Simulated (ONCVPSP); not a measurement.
## F: from the effect back to the setting (ONCV)

Base potential:

```
Element                 : F (Z = 9)
Generator               : ONCVPSP 4.0.1
Type                    : optimised norm-conserving Vanderbilt (ONCV)
Functional              : PBEsol
Relativity              : scalar-relativistic
Frozen core             : [He]
Valence charge          : 7
Reference configuration : 2s2 2p5
Partial waves           : 2s: rc 0.60 bohr, ncon 4, nbas 7, qcut 13 1/bohr, 2 projectors, debl 1.8 Ha; 2p: rc 1.60 bohr, ncon 3, nbas 7, qcut 6.9 1/bohr, 3 projectors, debl 2.4 Ha; d scattering state at 0.13 Ha: rc 1.50 bohr, ncon 4, nbas 8, qcut 7.2 1/bohr, 1 projector
Local potential         : polynomial inside 0.55 bohr (lpopt 5, dvloc0 0 Ha)
Core correction         : none
```

Cutoffs, loose and tight: the cutoffs (Ha) at which the residual kinetic energy of the hardest occupied pseudo-wave falls to 1 and 0.1 mHa per electron. They do not see the model core or the augmentation charge, which bear on the density cutoff. Test errors are all-electron minus pseudo excitation energies from the reference, over the configurations 2s2 2p4; 2s2 2p3; 2s2 2p2; 2s2 2p4.5; variants that change the core or the reference have their own tests.

Only the scale of all radii (base = 1) is moved (2 further runs of the sweep failed or gave no value and are left out):

| scale of all radii (base = 1) | cutoff, loose | cutoff, tight | bound ghosts | largest test error (meV) | median size of the test errors |
| --- | --- | --- | --- | --- | --- |
| 0.96 | 56 Ha | 319 Ha | s | +2550 | 417.2 meV |
| 1.06 | 59 Ha | 73 Ha | none | +3265 | 552.0 meV |
| 1.23 | 61 Ha | 75 Ha | p | +4435 | 781.6 meV |
| 1.3 | 60 Ha | 73 Ha | none | +4925 | 882.5 meV |

Question: One more run gave cutoff, loose: 61 Ha; cutoff, tight: 75 Ha; bound ghosts: none; largest test error (meV): +3592; median size of the test errors: 614.2 meV. Which value of the scale of all radii (base = 1) was used?

Answer: 1.12. The median size of the test errors moves one way along this sweep, from 417.2 meV at 0.96 to 882.5 meV at 1.3, which places the run between 1.06 and 1.23.
